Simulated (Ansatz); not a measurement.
Start from `[SiH3][N]([SiH3])[GaH2]` and change one atom or group to get `N[Si]N([SiH3])[SiH3]`.

Ansatz, PBE0-D4/def2-TZVP geometries, multiplicity 1. Each molecule was computed in one conformer, which needn't be the lowest.

Scalar relativity is left out up to krypton.

| property | `[SiH3][N]([SiH3])[GaH2]` |
| --- | --- |
| size of the dipole moment (ωB97M-V/def2-TZVPP) / D | 0.93 |
| HOMO energy (PBE0/def2-TZVPP) / eV | -7.76 |
| HOMO energy (ωB97M-V/def2-TZVPP) / eV | -10.01 |
| HOMO–LUMO gap (B3LYP/def2-TZVPP) / eV | 5.91 |
| LUMO energy (PBE0/def2-TZVPP) / eV | -1.38 |
| size of the dipole moment (B3LYP/def2-TZVPP) / D | 0.82 |

(1) What does the change do to each property? (Estimate.)

## Answers

(1) Computed: 
| property | `N[Si]N([SiH3])[SiH3]` | shift |
| --- | --- | --- |
| size of the dipole moment (ωB97M-V/def2-TZVPP) / D | 1.70 | 0.77 |
| HOMO energy (PBE0/def2-TZVPP) / eV | -6.61 | 1.15 |
| HOMO energy (ωB97M-V/def2-TZVPP) / eV | -8.75 | 1.26 |
| HOMO–LUMO gap (B3LYP/def2-TZVPP) / eV | 5.30 | -0.61 |
| LUMO energy (PBE0/def2-TZVPP) / eV | -0.96 | 0.42 |
| size of the dipole moment (B3LYP/def2-TZVPP) / D | 1.71 | 0.89 |

With PBE0 the HOMO rises by 1.15 eV and the LUMO rises by 0.42 eV, so the gap narrows by about 0.73 eV. PBE moves the HOMO by 1.00 eV and ωB97M-V by 1.26 eV. Dipoles are sizes alone; their direction can turn.

B3LYP here is the variant with VWN-RPA as its local correlation; programs differ in this.
